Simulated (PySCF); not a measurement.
Working out the excitation energy of B

B [He] 2s2 2p1 (2P) → B [He] 2s2 3s1 (2S). Computed with PySCF 2.14 in aug-cc-pCVTZ-DK, with the spin-free X2C one-electron Hamiltonian (Gaussian nucleus). Frozen: 1s2. Energies in hartree (1 hartree = 27.21139 eV):

```tsv
part	B (lower)	B (upper)
UHF	-24.538927	-24.353864
CCSD correlation	-0.065422	-0.068376
(T)	-0.001376	-0.000820
```

Question: What does Hartree-Fock give?

Answer: (-24.353864) − (-24.538927) = 0.185063 hartree = 5.036 eV.

Question: What do CCSD and CCSD(T) give?

Answer: The CCSD correlation energies differ by -0.002954 hartree = -0.080 eV and the triples by 0.000556 hartree = 0.015 eV, so CCSD gives 4.956 eV and CCSD(T) 4.971 eV.

Measured between the centres of the two terms (NIST): 4.963 eV, so CCSD(T) (valence) is off by 0.008 eV.

What remains against the reference includes basis incompleteness, the frozen core and higher excitations.
